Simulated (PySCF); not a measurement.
# Computed properties of H₃NSi, SMILES N[SiH]

Si(H)(NH2) (H3NSi), SMILES [SiH]N (connectivity only; charge and spin as stated), neutral, multiplicity 1. Geometry optimised at B3LYP-D3(BJ)/def2-TZVP. The values are those of a single conformer. All values are computed for the isolated molecule unless a solvent is named; none is compared with measurement here.

**Structure.** The optimised structure has Cs symmetry. All 9 harmonic modes at B3LYP-D3(BJ)/def2-TZVP (PySCF) are real, so it is a minimum.

**Vibrations.** The strongest infrared lines (harmonic, unscaled, degenerate partners summed) lie at 1983 cm⁻¹ (335 km/mol, H 97 %), 586 cm⁻¹ (217 km/mol, H 79 %, N 20 %), 963 cm⁻¹ (104 km/mol, H 81 %, N 13 %). The softest mode is at 586 cm⁻¹ and the zero-point energy is 20.9 kcal/mol.

**Electronic structure.** M06-2X/def2-TZVPD (PySCF) places the frontier levels at -7.40 and -0.70 eV, a gap of 6.70 eV, and gives a dipole moment of 1.81 D and a mean polarisability of 43.0 bohr³. PBE/def2-TZVPD (PySCF) at the same geometry gives -5.32 and -2.42 eV, so its gap is 3.80 eV narrower. An orbital gap is neither the optical nor the fundamental gap.

**Excitations.** TDDFT-M06-2X/def2-TZVPD (PySCF) has S1 at 3.41 eV (364 nm, f = 0.027, weak); the most intense of the 10 singlets computed lies at 7.15 eV (f = 0.20). T1 (TDA) is at 2.33 eV. No vertical singlet excitation falls in the visible range (under 3.1 eV).

**NMR.** GIAO shifts at PBE0/pcSseg-2 (PySCF) (non-relativistic, atoms alike by connectivity averaged): ¹H from 6.2 to 7.9 ppm against TMS; ²⁹Si at 323.3 ppm against TMS.
